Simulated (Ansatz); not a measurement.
Calculated with Ansatz (gas phase, PBE0-D4/def2-TZVP geometries, no zero-point term in ΔE). CCSD(T)/CBS is the MP2 limit (def2-TZVPP, def2-QZVPP) plus CCSD(T) − MP2 in def2-TZVPP, frozen cores. This one scheme is used for every species. Functionals use def2-TZVPP. B3LYP here is the variant with VWN-RPA as its local correlation; programs differ in this. HSE06 is defined as in plane-wave codes. Elements past krypton have def2 core potentials. For In outer-core shells are correlated without core-valence functions, which leaves a few kJ/mol of doubt a bond. One conformer a species, not always the lowest.

`C#[C][InH][Cl]` + CH₃OH → `C#CCO` + `[Cl][InH2]`  (formal exchange of groups at a C–In bond)

```csv
level,ΔE (kcal/mol),difference from CCSD(T)/CBS
B3LYP-D4,8.9,-3.2
r2SCAN0-D4,9.0,-3.1
HSE06-D4,8.2,-3.9
ωB97X-V,9.6,-2.5
BLYP,8.6,-3.5
PBE0,8.1,-4.0
B3LYP,8.8,-3.3
HSE06,8.1,-4.0
BHLYP,9.5,-2.6
LC-ωPBE,9.0,-3.1
CCSD(T)/def2-SVP,9.5,-2.6
MP2/def2-TZVPP,13.2,1.1
CCSD/def2-TZVPP,12.0,-0.1
CCSD(T)/def2-TZVPP,12.3,0.2
SCS-MP2/def2-QZVPP,13.0,0.9
HF/CBS(def2),11.4,-0.7
CCSD(T)/CBS,12.1,0
```

Largest T1 diagnostic among the species: 0.014.

In def2-TZVPP, CCSD(T) changes the Hartree–Fock value by +1.0 kcal/mol (the triples alone add +0.3 kcal/mol) and MP2 by +2.0 kcal/mol. At CCSD(T), def2-SVP lies −2.6 kcal/mol from the extrapolated value and def2-TZVPP +0.2 kcal/mol. From BLYP to BHLYP (50 % exact exchange), in def2-TZVPP and without D4, ΔE moves by +0.9 kcal/mol.
